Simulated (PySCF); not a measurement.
Constitutional and geometric isomers with formula CH4S4. All species are isolated molecules in the gas phase. One relaxed conformer stands for each flexible species; it need not be the lowest. Strings in code marks are SMILES.

The T1 excitation (TDA) from two functionals at the same geometries (PBE0-D3(BJ)/def2-TZVP), both in PySCF: PBE-D3(BJ)/def2-TZVP and ωB97X-D3(BJ)/def2-TZVP. Excitations are Tamm–Dancoff values on a coarser integration grid. The basis has no diffuse functions, so Rydberg states are missing or too high.

| species | PBE-D3(BJ)/def2-TZVP (eV) | ωB97X-D3(BJ)/def2-TZVP (eV) |
|---|---|---|
| `S(SS)SC` | 3.34 | 4.16 |
| `SCSSS` | 3.41 | 4.22 |
| `SC(SS)S` | 3.32 | 4.26 |
| `C(S)(S)(S)S` | 3.39 | 4.37 |

Over these rows, drawn at random from the members with no instability flagged (it was tested for open shells, ions and some series alone), PBE minus ωB97X-D3(BJ): mean -0.89 eV, from -0.98 eV to -0.81 eV.
